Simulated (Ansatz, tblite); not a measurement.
Spin states of Ag₃H₃⁻, each relaxed with PBE-D4/def2-TZVPD in Ansatz. Electronic energies in the gas phase.

In the def2 sets Ag takes a core potential; there is no spin–orbit coupling. The xTB rows come from tblite. LC-ωPBE has ω = 0.4 bohr⁻¹. Correlated methods freeze no core orbitals; core or outer-core shells of Ag are correlated, in sets that lack core-valence functions. The structure comes from a short search, and lower isomers may exist.

Doublet geometry:

```xyz
6

Ag    1.0343   -1.8386   -0.2303
Ag   -1.8588    3.0186   -0.0851
Ag   -0.3975    0.5927    0.0329
H     2.0991   -2.9835    0.3273
H    -0.7462    1.9754    0.9903
H    -0.1309   -0.7646   -1.0351
```

Quartet geometry:

```xyz
6

Ag    1.284   -1.736    0.583
Ag   -0.826    3.186    0.057
Ag   -0.508    0.400    0.220
H     1.336   -2.631   -0.867
H    -1.634    1.627    0.703
H     0.348   -0.846   -0.696
```

⟨S²⟩: doublet 0.75 at PBE0-D4/def2-TZVPD (pure 0.75), quartet 3.76 at PBE0-D4/def2-TZVPD (pure 3.75).

Run but left out: HF/STO-3G (doublet: ⟨S²⟩ 2.04, where a pure state has 0.75).

Only these spin states were relaxed.

| level | quartet − doublet (kJ/mol) | lowest of these | remarks |
| --- | --- | --- | --- |
| PBE-D4/def2-TZVPD | 254.6 | doublet | HOMO above zero (doublet), HOMO above zero (quartet) |
| r2SCAN-D4/def2-TZVPD | 250.4 | doublet | HOMO above zero (quartet) |
| r2SCANh-D4/def2-TZVPD | 254.3 | doublet | – |
| PBE0-D4/def2-TZVPD | 265.6 | doublet | – |
| LC-ωPBE/def2-TZVPD | 279.4 | doublet | – |
| RPA@PBE/def2-TZVPD | 269.6 | doublet | – |
| MP2/def2-TZVPD | 285.9 | doublet | – |

Estimate the rows for GFN1-xTB, GFN2-xTB, HF/def2-TZVPD, B97M-V/def2-TZVPD, CAM-B3LYP-D4/def2-TZVPD, B2PLYP/def2-TZVPD.


```csv
level,quartet − doublet (kJ/mol),lowest of these,remarks
GFN1-xTB,308.1,doublet,–
GFN2-xTB,256.5,doublet,–
HF/def2-TZVPD,250.9,doublet,–
B97M-V/def2-TZVPD,279.4,doublet,"HOMO above zero (doublet), HOMO above zero (quartet)"
CAM-B3LYP-D4/def2-TZVPD,282.9,doublet,–
B2PLYP/def2-TZVPD,277.9,doublet,–
```

The xTB methods have no spin-polarisation term.
